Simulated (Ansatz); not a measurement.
A nudged elastic band was laid between two geometries of C$_{2}$H$_{7}$BS (11 atoms, charge 0, multiplicity 1).

These are results of UHF/def2-SVP in Ansatz, not measurements.

- movable images: 9
- climbing image: yes
- spring: 5.0 eV/Å²
- optimiser: quadratic models (default)
- start path: through a guess of the saddle point
- force threshold: 0.05 eV/Å
- iteration limit: 60
- end points: relaxed

First end point:

```xyz
11
Properties=species:S:1:pos:R:3
B -0.243 -0.239 -0.038
C 1.334 -0.183 0.103
S -1.127 -1.801 -0.325
H -0.106 -2.661 -0.298
C -1.119 1.078 0.033
H 1.781 -1.097 0.499
H 1.755 -0.027 -0.899
H 1.661 0.661 0.715
H -2.169 0.945 -0.232
H -0.693 1.853 -0.611
H -1.075 1.471 1.055
```

Last end point:

```xyz
11
Properties=species:S:1:pos:R:3
B -2.199 0.019 -0.129
C 2.740 -1.158 0.098
S -2.050 -1.580 -0.209
H 1.687 -1.430 0.038
C -2.339 1.554 -0.052
H 3.344 -2.061 0.194
H 3.032 -0.624 -0.807
H 2.904 -0.519 0.966
H -3.366 1.855 -0.269
H -1.677 2.033 -0.777
H -2.076 1.911 0.946
```

Problem. Which bonds break or form, and what moves?

Solution. Bonds broken: B1–C2, S3–H4. Bonds formed: C2–H4. C2H7BS becomes CH3BS + CH4.

Problem. Give the energies along the band, and the barrier.

Solution. It converged. The highest image is number 3 of 0 to 10, 3.10 eV above the first end and 2.86 eV above the last; the last end lies 0.24 eV above the first. Neighbouring images differ by up to 2.2 eV, so the band resolves the path poorly. A vibrational analysis at the climbing image gives one clearly imaginary mode, 1665i cm⁻¹: a first-order saddle point. The orbitals stay closed-shell, which can raise the energy where a bond breaks towards radicals; this wasn't checked here.

```json
{"image": "0", "path coordinate (Å)": "0.00", "energy (eV)": "0.00", "B1–C2 (Å)": "1.58", "S3–H4 (Å)": "1.34", "C2–H4 (Å)": "2.89"}
{"image": "1", "path coordinate (Å)": "0.74", "energy (eV)": "0.01", "B1–C2 (Å)": "1.58", "S3–H4 (Å)": "1.33", "C2–H4 (Å)": "2.83"}
{"image": "2", "path coordinate (Å)": "1.49", "energy (eV)": "0.87", "B1–C2 (Å)": "1.61", "S3–H4 (Å)": "1.33", "C2–H4 (Å)": "2.06"}
{"image": "3", "path coordinate (Å)": "2.23", "energy (eV)": "3.10", "B1–C2 (Å)": "1.80", "S3–H4 (Å)": "1.70", "C2–H4 (Å)": "1.36"}
{"image": "4", "path coordinate (Å)": "3.08", "energy (eV)": "1.28", "B1–C2 (Å)": "2.54", "S3–H4 (Å)": "2.30", "C2–H4 (Å)": "1.09"}
{"image": "5", "path coordinate (Å)": "3.93", "energy (eV)": "0.42", "B1–C2 (Å)": "3.20", "S3–H4 (Å)": "2.80", "C2–H4 (Å)": "1.08"}
{"image": "6", "path coordinate (Å)": "4.79", "energy (eV)": "0.26", "B1–C2 (Å)": "3.78", "S3–H4 (Å)": "3.43", "C2–H4 (Å)": "1.09"}
{"image": "7", "path coordinate (Å)": "5.64", "energy (eV)": "0.25", "B1–C2 (Å)": "4.27", "S3–H4 (Å)": "3.84", "C2–H4 (Å)": "1.09"}
{"image": "8", "path coordinate (Å)": "6.49", "energy (eV)": "0.24", "B1–C2 (Å)": "4.54", "S3–H4 (Å)": "3.81", "C2–H4 (Å)": "1.09"}
{"image": "9", "path coordinate (Å)": "7.35", "energy (eV)": "0.24", "B1–C2 (Å)": "4.80", "S3–H4 (Å)": "3.76", "C2–H4 (Å)": "1.09"}
{"image": "10", "path coordinate (Å)": "8.20", "energy (eV)": "0.24", "B1–C2 (Å)": "5.08", "S3–H4 (Å)": "3.75", "C2–H4 (Å)": "1.09"}
```

Problem. What is the geometry of the highest image?

Solution. 
```xyz
11
Properties=species:S:1:pos:R:3
B -0.522 -0.428 -0.098
C 1.266 -0.402 0.085
S -1.186 -2.022 -0.269
H 0.399 -1.444 -0.035
C -1.101 1.036 -0.031
H 1.933 -1.271 0.121
H 1.556 0.197 -0.776
H 1.388 0.146 1.017
H -2.171 1.024 -0.237
H -0.613 1.704 -0.744
H -0.949 1.460 0.966
```

The run took 4.3 min on 2 threads of Arm Neoverse V1, on a shared host, peak memory 0.22 GiB.
